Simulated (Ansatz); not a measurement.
Gas-phase electronic energies from Ansatz, PBE0-D4/def2-TZVP geometries. CBS: MP2 limit from def2 TZ/QZ plus the TZ coupled-cluster correction, frozen cores. This one scheme is used for every species. Functionals use def2-TZVPP. For Ga outer-core shells are correlated without core-valence functions, which leaves a few kJ/mol of doubt a bond. Scalar relativity is left out up to krypton. Each species was taken in one conformer, which may not be the lowest.

`[SiH3]N[SiH2][GaH2]` → `N[SiH2][GaH2]` + `[SiH2]`  (silylene loss)

CCSD(T)/CBS gives +3.16 eV.

Question: Another level gave +3.08 eV. Which?
A. revPBE/def2-TZVPP
B. LC-ωPBE/def2-TZVPP
C. ωB97M-V/def2-TZVPP
D. PBE-QIDH/def2-TZVPP

Answer: C. ωB97M-V 3.08, LC-ωPBE 3.26, PBE-QIDH 3.31, revPBE 2.77 eV.

Largest T1 diagnostic among the species: 0.014.

At CCSD(T), def2-SVP lies −0.23 eV from the extrapolated value and def2-TZVPP −0.07 eV. From BLYP to BHLYP (50 % exact exchange), in def2-TZVPP and without D4, ΔE moves by +0.33 eV. In def2-TZVPP, CCSD(T) changes the Hartree–Fock value by +0.27 eV (the triples alone add +0.07 eV) and MP2 by +0.50 eV.

CCSD(T)/CBS has its own doubt, a few kJ/mol and more with outer-core shells, so smaller differences from it don't rank the levels.
